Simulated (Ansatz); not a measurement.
Geometry optimisation, RKS PBE0-D4/6-31G* (Ansatz 0.2.0).

Input:

```yaml
crystal:
  periodic: [false, false, false]
  atoms:
    - { symbol: Al, position_ang: [0.0, 0.0, 0.0] }
    - { symbol: H, position_ang: [0.0, 0.0, 1.91] }
    - { symbol: "N", position_ang: [1.6627, 0.0, -0.96] }
    - { symbol: H, position_ang: [2.1293, -0.9179, -1.2118] }
    - { symbol: H, position_ang: [2.1141, 0.9179, -1.2382] }
    - { symbol: "N", position_ang: [-1.6627, 0.0, -0.96] }
    - { symbol: H, position_ang: [-2.3316, -0.8164, -0.8614] }
    - { symbol: H, position_ang: [-1.9118, 0.8164, -1.5886] }
    - { symbol: O, position_ang: [0.0932, 1.9717, 0.6559] }
    - { symbol: H, position_ang: [0.4919, 2.0, 1.5834] }
    - { symbol: H, position_ang: [0.0471, 0.9963, 1.8084] }
basis:
  gaussian: { orbitals: "6-31G*" }
hamiltonian:
  xc: pbe0
  dispersion: d4
relax:
  f_tol: 0.15
  max_steps: 25
  restrain:
    - { distance: [0, 8], at: 2.98, k: 30.0 }
    - { distance: [10, 1], at: 1.86, k: 30.0 }
    - { distance: [0, 1], at: 1.56, k: 30.0 }
    - { distance: [10, 8], at: 1.01, k: 30.0 }
```

Launched with:

```bash
$ ansatz run input.yaml --threads 1 --pin off --max-ram 2048MiB --backend cpu --events-out ev --progress --plain --runs-dir out
```

Question: Where does it end, and by what steps?

Answer: The run converged. The restraints hold the end off the free minimum. After 19 steps the energy has fallen by 3.325 eV (the restraints' own energy left out); H4 moved furthest, 1.18 Å. Parted: Al1–O9 (2.08 → 2.97 Å). Joined: O9–H11 (1.51 → 0.99 Å).

```json
{"step": "0", "energy less start (eV)": "0.0000", "largest force component (eV/Å)": "4.170", "accepted": "yes"}
{"step": "1", "energy less start (eV)": "0.5068", "largest force component (eV/Å)": "3.378", "accepted": "yes"}
{"step": "2", "energy less start (eV)": "-0.0142", "largest force component (eV/Å)": "4.442", "accepted": "yes"}
{"step": "3", "energy less start (eV)": "-1.5609", "largest force component (eV/Å)": "2.842", "accepted": "yes"}
{"step": "4", "energy less start (eV)": "-2.5073", "largest force component (eV/Å)": "2.293", "accepted": "yes"}
{"step": "5", "energy less start (eV)": "-2.7885", "largest force component (eV/Å)": "2.035", "accepted": "yes"}
{"step": "6", "energy less start (eV)": "-2.9422", "largest force component (eV/Å)": "1.800", "accepted": "yes"}
{"step": "7", "energy less start (eV)": "-3.0707", "largest force component (eV/Å)": "1.164", "accepted": "yes"}
{"step": "8", "energy less start (eV)": "-3.1480", "largest force component (eV/Å)": "1.032", "accepted": "yes"}
{"step": "9", "energy less start (eV)": "-3.0679", "largest force component (eV/Å)": "2.526", "accepted": "no"}
{"step": "10", "energy less start (eV)": "-3.1739", "largest force component (eV/Å)": "1.063", "accepted": "yes"}
{"step": "11", "energy less start (eV)": "-3.2068", "largest force component (eV/Å)": "1.021", "accepted": "yes"}
{"step": "12", "energy less start (eV)": "-3.2451", "largest force component (eV/Å)": "0.976", "accepted": "yes"}
{"step": "13", "energy less start (eV)": "-3.2831", "largest force component (eV/Å)": "0.988", "accepted": "yes"}
{"step": "14", "energy less start (eV)": "-3.3098", "largest force component (eV/Å)": "0.985", "accepted": "yes"}
{"step": "15", "energy less start (eV)": "-3.3219", "largest force component (eV/Å)": "0.923", "accepted": "yes"}
{"step": "16", "energy less start (eV)": "-3.2914", "largest force component (eV/Å)": "1.197", "accepted": "no"}
{"step": "17", "energy less start (eV)": "-3.3214", "largest force component (eV/Å)": "0.927", "accepted": "yes"}
{"step": "18", "energy less start (eV)": "-3.3241", "largest force component (eV/Å)": "0.947", "accepted": "yes"}
{"step": "19", "energy less start (eV)": "-3.3250", "largest force component (eV/Å)": "0.940", "accepted": "yes"}
```

```xyz
11
Properties=species:S:1:pos:R:3
Al -0.172 -0.179 -0.133
H -0.220 -0.518 1.401
N 1.448 0.205 -0.789
H 2.304 -0.122 -0.362
H 1.627 0.476 -1.745
N -1.633 -0.178 -1.143
H -2.568 -0.220 -0.763
H -1.665 0.039 -2.128
O 0.252 2.134 1.675
H 1.053 2.130 1.126
H 0.206 1.202 1.999
```

Time of the run: 73 s on 1 thread of Arm Neoverse V1, on a shared host, peak memory 0.15 GiB.
